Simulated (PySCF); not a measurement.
SiF2ClBr, SMILES F[Si](F)(Cl)Br.

The structure is a stationary point at PBE0-D3(BJ)/def2-SVP. This is a generated structure with no PubChem entry under its InChIKey; it may be hypothetical.

Calculation: PBE0-D3(BJ)/def2-SVP (PySCF).

Frequencies are harmonic and unscaled.

```
mode  ν (cm⁻¹)  IR (km/mol)  Raman (Å⁴/amu)  depolarisation  moving atoms (share of kinetic energy)
----  --------  -----------  --------------  --------------  --------------------------------------
1          143          0.3             2.2            0.68        Cl 49 %, F 22 %, Br 21 %, Si 8 %
2          185          0.2             0.9            0.75                                  F 83 %
3          252          9.8             1.4            0.75                F 52 %, Si 29 %, Cl 16 %
4          259         14.4             2.8            0.45                         F 60 %, Br 35 %
5          300         20.2             2.2            0.47                 F 64 %, Cl 26 %, Si 9 %
6          454         60.7             5.3            0.02       Si 38 %, F 30 %, Cl 18 %, Br 14 %
7          635        275.6             1.4            0.27                        Si 69 %, Cl 26 %
8          913        179.1             2.3            0.03                         F 59 %, Si 41 %
9          996        140.1             0.6            0.75                         F 52 %, Si 48 %
```
